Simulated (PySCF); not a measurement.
BFH3N. Atoms are numbered in the order given.

```xyz
6

B     -0.4894    -0.0734     0.0000
H     -1.6786    -0.1526     0.0000
F      0.2362    -1.2035     0.0000
N      0.1655     1.1544     0.0000
H      1.1692     1.2401     0.0000
H     -0.3274     2.0300     0.0000
```
Charge 0, spin multiplicity 1.

Geometry optimised at B3LYP-D3(BJ)/def2-TZVP. The values are those of a single conformer.

Method: TDA-M06-2X/def2-SVPD (PySCF).

Vertical excitations. Isolated molecule, no solvent. State labels are in the subgroup Cs.

```tsv
state	symmetry	energy (eV)	λ (nm)	f	main pairs
S1	A"	7.75	160	0.046	HOMO→LUMO 88 %
S2	A"	8.84	140	0.039	HOMO−1→LUMO+1 94 %
S3	A'	8.91	139	0.227	HOMO→LUMO+1 88 %
S4	A"	9.13	136	0.000	HOMO→LUMO+3 79 %
S5	A"	9.29	133	0.004	HOMO→LUMO+2 79 %
S6	A'	9.66	128	0.046	HOMO−1→LUMO 90 %
S7	A'	10.52	118	0.093	HOMO−1→LUMO+2 90 %
S8	A"	10.55	117	0.004	HOMO→LUMO+4 48 %, HOMO→LUMO+6 35 %
S9	A"	10.97	113	0.074	HOMO→LUMO+5 76 %, HOMO→LUMO+6 12 %
S10	A'	11.09	112	0.266	HOMO−1→LUMO+3 74 %
T1	A'	6.95	178	0	HOMO→LUMO+1 93 %
T2	A"	7.59	163	0	HOMO→LUMO 82 %, HOMO→LUMO+2 13 %
T3	A"	8.15	152	0	HOMO−1→LUMO+1 95 %
T4	A"	9.03	137	0	HOMO→LUMO+3 70 %
```
Triplets are in the Tamm–Dancoff approximation.
